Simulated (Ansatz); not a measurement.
**The HOMO–LUMO gap down a group: O to Se**

All atoms of one element are swapped for its congeners: SiH(OH)3; SiH(SH)3; SiH(SeH)3. All are singlets with charge 0.

Shapes, held fixed at every level: PBE0-D4/def2-TZVP. Flexible molecules stand in one conformer, not always the lowest. Programs: Ansatz 0.2.0. Values in eV.

| level | SiH(OH)3 | SiH(SeH)3 |
| --- | --- | --- |
| PBE-D4/def2-TZVPP | 7.31 | 4.31 |
| r2SCAN-D4/def2-TZVPP | 8.42 | 4.83 |
| B3LYP-D4/def2-TZVPP | 9.19 | 5.79 |
| PBE0-D4/def2-TZVPP | 9.82 | 6.26 |
| wB97M-V/def2-TZVPP | 13.65 | 10.21 |
| wB97X-V/def2-TZVPP | 14.25 | 10.56 |

**Question.** Estimate the column for SiH(SH)3 from its neighbours.

**Answer.** The mean of the neighbours at wB97X-V/def2-TZVPP is 12.41 eV, against 11.59 from the run: the member lies nearer Se. All rows: PBE-D4/def2-TZVPP 5.05; r2SCAN-D4/def2-TZVPP 5.65; B3LYP-D4/def2-TZVPP 6.64; PBE0-D4/def2-TZVPP 7.17; wB97M-V/def2-TZVPP 11.17; wB97X-V/def2-TZVPP 11.59 eV. At wB97X-V/def2-TZVPP the HOMO–LUMO gap falls at every step, from 14.25 to 10.56 eV. Every level shows the same order. Relativity is left out for Se unless named. Orbital gaps aren't excitation energies, and the LUMO depends on the basis.
